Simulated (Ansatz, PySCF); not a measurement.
GeCl4, SMILES [Cl][Ge]([Cl])([Cl])[Cl]. Atoms are numbered in the order given.

```xyz
5

Cl    -1.2218    -1.2218    -1.2218
Ge     0.0000     0.0000     0.0000
Cl     1.2218    -1.2218     1.2218
Cl     1.2218     1.2218    -1.2218
Cl    -1.2218     1.2218     1.2218
```

Geometry: ωB97X-D3(BJ)/def2-SVP. The isomer is the one that the SMILES or the coordinates give; other isomers of the formula were not compared.

Two levels are set side by side: PBE-D3(BJ)/def2-SVP (Ansatz, a first-principles code) and ωB97X-D3(BJ)/def2-SVP (PySCF). Each level has its own optimised geometry; the coordinates shown are those of the second. Frequencies come from the Hessian of PySCF at each geometry. Differences are taken from unrounded values.

| quantity | ωB97X-D3(BJ) |
|---|---|
| mean bond length (Å) | 2.116 |
| bond Cl1–Ge2 (Å) | 2.116 |
| bond Ge2–Cl3 (Å) | 2.116 |
| bond Ge2–Cl4 (Å) | 2.116 |
| bond Ge2–Cl5 (Å) | 2.116 |
| highest harmonic wavenumber (cm⁻¹) | 484 |
| mean harmonic wavenumber (cm⁻¹) | 292 |
| zero-point energy (kcal/mol) | 3.75 |

Question: What does PBE-D3(BJ) give, and how far is it from ωB97X-D3(BJ)? (Estimate from the structure and the level; the computed values follow.)

Answer: 
| quantity | PBE-D3(BJ) | PBE-D3(BJ) minus ωB97X-D3(BJ) |
|---|---|---|
| mean bond length (Å) | 2.147 | 0.031 |
| bond Cl1–Ge2 (Å) | 2.147 | 0.031 |
| bond Ge2–Cl3 (Å) | 2.147 | 0.031 |
| bond Ge2–Cl4 (Å) | 2.147 | 0.031 |
| bond Ge2–Cl5 (Å) | 2.147 | 0.031 |
| highest harmonic wavenumber (cm⁻¹) | 445 | -39 |
| mean harmonic wavenumber (cm⁻¹) | 268 | -23 |
| zero-point energy (kcal/mol) | 3.45 | -0.30 |

GGA bonds tend to be longer and softer than those of functionals with exact exchange. Differences between two approximate levels are no errors against the true value.
